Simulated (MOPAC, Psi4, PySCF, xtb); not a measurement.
Torsional profile of SMILES C=Cc1cccc[c]1[GeH3] (C₈H₁₀Ge). Scanned: dihedral C1–C2–C3–C4; all other coordinates were relaxed at GFN2-xTB. Points at φ and −φ are mirror images. Heavy atoms are numbered in the order of the SMILES C=Cc1cccc[c]1[GeH3], hydrogens after them in the order of the atoms that carry them; the mirror image has the same energies with the sign of each dihedral reversed.

Computed with: GFN1-xTB // GFN2-xTB (xtb); PM7, restricted, heats of formation // GFN2-xTB (MOPAC); RHF/LANL2DZ = restricted Hartree-Fock/LANL2DZ, with its core potentials past Ne // GFN2-xTB (PySCF); PBE-D3(BJ)/def2-SVP // GFN2-xTB (Psi4).

Energies relative to the lowest point of each profile, in mEh; the last columns give the difference from PBE-D3(BJ):

| φ / ° | GFN1-xTB | PM7 | RHF/LANL2DZ | PBE-D3(BJ)/def2-SVP | GFN1-xTB − PBE-D3(BJ)/def2-SVP | PM7 − PBE-D3(BJ)/def2-SVP | RHF/LANL2DZ − PBE-D3(BJ)/def2-SVP |
|---|---|---|---|---|---|---|---|
| -150 | 1.2 | 3.8 | 3.9 | 2.3 | -1.1 | 1.5 | 1.6 |
| -120 | 2.0 | 0.8 | 3.9 | 4.4 | -2.5 | -3.7 | -0.5 |
| -90 | 3.9 | 0.0 | 4.1 | 6.2 | -2.3 | -6.2 | -2.1 |
| -60 | 2.2 | 0.5 | 1.9 | 3.6 | -1.4 | -3.1 | -1.7 |
| -30 | 0.1 | 1.9 | 0.0 | 0.5 | -0.4 | 1.4 | -0.5 |
| 0 | 0.0 | 3.6 | 0.5 | 0.0 | 0.0 | 3.6 | 0.5 |
| 30 | 0.1 | 1.9 | 0.0 | 0.5 | -0.4 | 1.4 | -0.5 |
| 60 | 2.2 | 0.5 | 1.9 | 3.6 | -1.4 | -3.1 | -1.7 |
| 90 | 3.9 | 0.0 | 4.1 | 6.2 | -2.3 | -6.2 | -2.1 |
| 120 | 2.0 | 0.8 | 3.9 | 4.4 | -2.5 | -3.7 | -0.5 |
| 150 | 1.2 | 3.8 | 3.9 | 2.3 | -1.1 | 1.5 | 1.6 |
| 180 | 3.1 | 8.8 | 5.1 | 2.5 | 0.6 | 6.3 | 2.6 |

GFN1-xTB is furthest from PBE-D3(BJ)/def2-SVP at -120 (-2.5 mEh, below); its mean absolute difference over the points is 1.3 mEh.

PM7 is furthest from PBE-D3(BJ)/def2-SVP at 180 (6.3 mEh, above); its mean absolute difference over the points is 3.5 mEh.

RHF/LANL2DZ is furthest from PBE-D3(BJ)/def2-SVP at 180 (2.6 mEh, above); its mean absolute difference over the points is 1.3 mEh.
